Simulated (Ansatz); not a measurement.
Cartesian coordinates in Å:
```
Cl -0.935 -0.849 1.835
C -0.393 0.232 0.568
Cl -1.170 1.803 0.564
B 1.057 0.139 0.078
C -0.091 -0.385 -0.786
H 2.202 0.349 0.280
H -0.251 -1.457 -0.877
H -0.418 0.169 -1.662
```

Charge 0, multiplicity 1.

Q: List the PBE/def2-TZVPP orbital energies in eV (Ansatz 0.2.0). (Best estimate.)

A: Computed: Occupied: -2739.40, -2739.39, -271.82, -269.44, -249.93, -249.92, -190.71, -190.70, -190.43, -190.42, -190.40, -190.40, -178.17, -22.91, -20.69, -19.49, -14.61, -12.73, -12.19, -11.31, -10.10, -9.69, -8.72, -7.84, -7.46, -7.18, -6.11. Lowest empty: -3.33, -0.94, 0.19, 0.62, 1.19, 1.48, 2.06, 2.41.
